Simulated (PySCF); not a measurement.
Does the structure fit the spectrum?

A compound C$_{7}$H$_{7}$NO gives the data below (simulated from a calculation) and was assigned the structure `CC(=O)c1cccnc1`.

¹³C{¹H} NMR (computed): δ 166.7 (C), 157.3 (CH), 153.8 (CH), 133.4 (CH), 125.8 (CH2), 123.8 (C), 115.0 (CH).

¹H NMR (400 MHz, computed): δ 8.88 (s, 1H), 8.77 (d, 1H), 6.99 (d, 1H), 6.88 (m, 1H), 6.21 (m, 1H), 5.77 (m, 1H), 5.28 (br s, 1H).

A single conformation, non-relativistic Hamiltonian, gas phase. GFN2-xTB structure; GIAO PBE0/pcSseg-1 shieldings; PySCF 2.14.

References, each an isolated molecule treated in the same way: ¹H (σref 31.72), ¹³C (σref 186.93) against TMS.

Task: Compare with the shifts computed for the proposed structure, pairing carbons in order of shift.

Result: Numbering as in the mapped SMILES `[CH3:1][C:2](=[O:3])[c:4]1[cH:5][cH:6][cH:7][n:8][cH:9]1`; H(Xn) means a hydrogen on atom n.

```
atom  computed for proposal  given list  difference
  C2                  199.9       166.7       +33.2
  C7                  159.5       157.3        +2.2
  C9                  156.2       153.8        +2.4
  C5                  142.9       133.4        +9.5
  C4                  134.9       125.8        +9.1
  C6                  128.8       123.8        +5.0
  C1                   28.9       115.0       -86.1
```

The rms difference is 35.3 ppm and the largest -86.1 ppm at C1 (methyl carbon α to a carbonyl). The carbon types in order of shift don't match either: C, CH, CH, CH, C, CH, CH3 for the proposal against C, CH, CH, CH, CH2, C, CH in the data. The proposal doesn't fit.

Task: Which isomer fits?

Result: `InChI=1S/C7H7NO/c1-2-6-5-8-4-3-7(6)9/h2-5H,1H2,(H,8,9)`.

Carbon types of the structure: 2 × C, 4 × CH, 1 × CH2, leaving 1 H on heteroatoms. δC 166.7: aromatic carbon bearing oxygen; the electronegative substituent deshields the carbon that carries it. δC 157.3, 153.8: aromatic CH next to a ring nitrogen; the adjacent pyridine-type nitrogen withdraws density from it. δC 133.4: alkene CH; the olefinic region. δC 115.0: aromatic CH; π donation from the O or N substituent raises the electron density at positions ortho and para to it.

Other isomers checked: CC(=O)c1ccccn1 (rms 35.6 ppm).

The shifts were computed for this structure.

Exchangeable OH/NH protons stand at their gas-phase positions; hydrogen bonding in a real sample shifts them, mostly to higher δ. Shifts are as computed. Against solution values, carbons near 30 ppm lie about +3 ppm off and those near 130 ppm about +5 ppm. Of 1211 compounds with measured shifts, 218 miss one by over three times the rms of a fit or turn the order of signals round; such compounds aren't used in these exercises. No couplings were computed; multiplicities are counted from neighbouring protons, with m where these are inequivalent, close in shift, in a saturated or five-membered ring or joined by F or P, and br s for small geminal =CH2 splittings.
